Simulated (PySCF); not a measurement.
Species: C3H4BrNO.
Cartesian coordinates in Å at the PBE0-D3(BJ)/def2-SVP level; atoms count from 1:
```xyz
10
C3H4BrNO angstrom
N      1.3733    0.7609   -0.1020
C      0.7587   -0.2651   -0.7356
O      1.2642   -0.8652   -1.6655
C     -0.6019   -0.6786   -0.2696
C     -1.4338   -0.2316    0.6744
Br    -1.1740    1.2025    1.8649
H      2.2900    1.0259   -0.4371
H      0.9510    1.2658    0.6651
H     -0.9666   -1.5307   -0.8514
H     -2.4054   -0.7023    0.8376
```

Computed, not measured: PBE0-D3(BJ)/def2-SVP geometry optimisation, gas phase in PySCF.

Take the most abundant isotopes and a rigid rotor. The values belong to one conformer with, in the numbering `[NH2:1][C:2](=[O:3])/[CH:4]=[CH:5]\[Br:6]`, H–N1–C2–O3 0° and 179°, N1–C2–C4–C5 2°.

Question: Give the principal moments of inertia and the rotational constants in MHz.

Answer: Ia = 74.50, Ib = 454.28, Ic = 528.74 u·Å²; 505379 MHz·u·Å²/I gives A = 6783, B = 1112, C = 955.8 MHz.

Question: What kind of rotor is it?

Answer: A near-prolate asymmetric top; Ray's κ = -0.946.

Question: Is it planar, by Δ = Ic − Ia − Ib?

Answer: Not planar: Δ = Ic − Ia − Ib = -0.05 u·Å². For a rigid frame Δ = −2 Σ m c², so Σ m c² = 0.02 u·Å² lies off the ab plane: 0.00 from hydrogen and 0.02 from heavier atoms. The atom farthest from that plane is 0.03 Å away.

Question: Where do the levels up to J = 3 lie, in cm⁻¹?

Answer: Above 0(0,0):
J = 1: 1(0,1) 0.0690, 1(1,1) 0.2581, 1(1,0) 0.2634
J = 2: 2(0,2) 0.2069, 2(1,2) 0.3909, 2(1,1) 0.4066, 2(2,1) 0.9740, 2(2,0) 0.9742
J = 3: 3(0,3) 0.4134, 3(1,3) 0.5900, 3(1,2) 0.6213, 3(2,2) 1.1810, 3(2,1) 1.1816, 3(3,1) 2.1399, 3(3,0) 2.1399

Question: Which types of transition are allowed, and where do some lines up to J = 2 fall?

Answer: The dipole components are |μa| = 2.91 D, |μb| = 0.60 D, |μc| = 0.06 D. The squared components, which scale the intensities, stand as 1.00 : 0.04 : 0.00 (a : b : c). Some lines, for components of 0.1 D or more:

```json
{"type": "a", "branch": "Q", "J(Ka,Kc)": "2(1,1) ← 2(1,2)", "MHz": "470", "lower level (cm⁻¹)": "0.391"}
{"type": "a", "branch": "R", "J(Ka,Kc)": "1(0,1) ← 0(0,0)", "MHz": "2068", "lower level (cm⁻¹)": "0.000"}
{"type": "a", "branch": "R", "J(Ka,Kc)": "2(1,2) ← 1(1,1)", "MHz": "3980", "lower level (cm⁻¹)": "0.258"}
{"type": "a", "branch": "R", "J(Ka,Kc)": "2(0,2) ← 1(0,1)", "MHz": "4133", "lower level (cm⁻¹)": "0.069"}
{"type": "a", "branch": "R", "J(Ka,Kc)": "2(1,1) ← 1(1,0)", "MHz": "4293", "lower level (cm⁻¹)": "0.263"}
{"type": "b", "branch": "Q", "J(Ka,Kc)": "1(1,0) ← 1(0,1)", "MHz": "5827", "lower level (cm⁻¹)": "0.069"}
{"type": "b", "branch": "Q", "J(Ka,Kc)": "2(1,1) ← 2(0,2)", "MHz": "5987", "lower level (cm⁻¹)": "0.207"}
{"type": "b", "branch": "R", "J(Ka,Kc)": "1(1,1) ← 0(0,0)", "MHz": "7739", "lower level (cm⁻¹)": "0.000"}
{"type": "b", "branch": "R", "J(Ka,Kc)": "2(1,2) ← 1(0,1)", "MHz": "9651", "lower level (cm⁻¹)": "0.069"}
{"type": "b", "branch": "Q", "J(Ka,Kc)": "2(2,0) ← 2(1,1)", "MHz": "17015", "lower level (cm⁻¹)": "0.407"}
{"type": "b", "branch": "Q", "J(Ka,Kc)": "2(2,1) ← 2(1,2)", "MHz": "17482", "lower level (cm⁻¹)": "0.391"}
{"type": "b", "branch": "R", "J(Ka,Kc)": "2(2,1) ← 1(1,0)", "MHz": "21305", "lower level (cm⁻¹)": "0.263"}
{"type": "b", "branch": "R", "J(Ka,Kc)": "2(2,0) ← 1(1,1)", "MHz": "21465", "lower level (cm⁻¹)": "0.258"}
```

No PBE0-D3(BJ)/def2-SVP frequencies stand behind this structure, so it isn't proved a minimum. Zero-point vibration and centrifugal distortion are left out. Quadrupole hyperfine structure (14N, 79Br) is left out.

Hardware: one thread, AMD EPYC 9R45 (x86_64) (shared host). Cost: 58 s, 0.51 GiB resident at most. These figures are those of the optimisation.
